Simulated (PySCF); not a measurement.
CH₄BIO. Atoms are numbered in the order given.

```xyz
8

B      0.1280     1.3510     0.0000
I     -0.0394    -0.8256     0.0000
C     -1.1630     2.2240     0.0000
H     -1.7836     1.9943     0.8808
H     -0.9218     3.2970     0.0000
H     -1.7836     1.9943    -0.8808
O      1.3554     1.8905     0.0000
H      2.0732     1.2468     0.0000
```

Geometry optimised at PBE0-D3(BJ)/def2-SVP. The def2 effective core potentials stand for the cores of I; spin–orbit coupling is left out. One conformer was computed; it need not be the lowest.

Calculation: PySCF with HF/def2-TZVP.

ESP charges are fitted to the potential on shells at 1.4 to 2.0 van der Waals radii. Atomic charges (e):

| atom | Löwdin | Mulliken | ESP fit |
|---|---|---|---|
| B1 | -0.95 | 0.28 | 0.51 |
| I2 | 0.37 | -0.14 | -0.25 |
| C3 | -0.26 | -0.41 | -0.46 |
| H4 | 0.15 | 0.13 | 0.12 |
| H5 | 0.14 | 0.13 | 0.14 |
| H6 | 0.15 | 0.13 | 0.12 |
| O7 | 0.18 | -0.49 | -0.58 |
| H8 | 0.22 | 0.37 | 0.40 |

Q: Give the Mayer and Wiberg (Löwdin basis) orders of the bonds. (An estimate is asked for; the answer gives what the named calculation found.)

A: 
```json
[
 {"bond": "B1–I2", "Mayer": "1.16", "Wiberg": "1.76"},
 {"bond": "B1–C3", "Mayer": "1.03", "Wiberg": "1.36"},
 {"bond": "C3–H4", "Mayer": "0.95", "Wiberg": "0.86"},
 {"bond": "C3–H5", "Mayer": "0.96", "Wiberg": "0.86"},
 {"bond": "C3–H6", "Mayer": "0.95", "Wiberg": "0.86"},
 {"bond": "B1–O7", "Mayer": "1.33", "Wiberg": "2.04"},
 {"bond": "O7–H8", "Mayer": "0.85", "Wiberg": "0.93"}
]
```
